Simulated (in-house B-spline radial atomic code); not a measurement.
Configurations of W, with energies counted from [Xe] 4f14 (5d3/2)4 6s2. All numbers are computed (Dirac-Hartree-Fock, average of each configuration as written; Fermi nucleus of rms radius 5.3658 fm) with an all-electron radial atomic-structure program (B-spline basis), not measured. Energies include first-order Breit, QED and recoil terms.

Occupations are held fixed; configurations that lie above the ionisation limit could autoionise.

```tsv
configuration	E - E(ref) (eV)	highest orbital	its <r> (bohr)
[Xe] 4f14 (5d3/2)1 (5d5/2)3 6s2	2.3203	6s1/2	3.388
[Xe] 4f14 (5d5/2)4 6s2	2.6294	6s1/2	3.381
[Xe] 4f14 (5d3/2)2 (5d5/2)1 6s2 (8f7/2)1	8.6802	8f7/2	67.31
[Xe] 4f14 (5d5/2)3 6s2 (10p3/2)1	9.8026	10p3/2	53.2
[Kr] (4d3/2)3 (4d5/2)6 4f14 5s2 5p6 (5d3/2)4 (5d5/2)1 6s2	259.62	6s1/2	3.336
[Kr] (4d3/2)3 (4d5/2)6 4f14 5s2 5p6 (5d5/2)4 6s2 (8f5/2)1	270.32	8f5/2	67.34
```

Task: How far above the reference does [Xe] 4f14 (5d3/2)2 (5d5/2)1 (5f7/2)1 6s2 lie?

Result: 8.1066 eV; its least bound orbital is 5f7/2 with <r> = 17.93 bohr.

Task: How far above the reference does [Xe] (4f5/2)6 (4f7/2)7 (5d5/2)5 6s2 lie?

Result: 33.15 eV; its least bound orbital is 6s1/2 with <r> = 3.305 bohr.
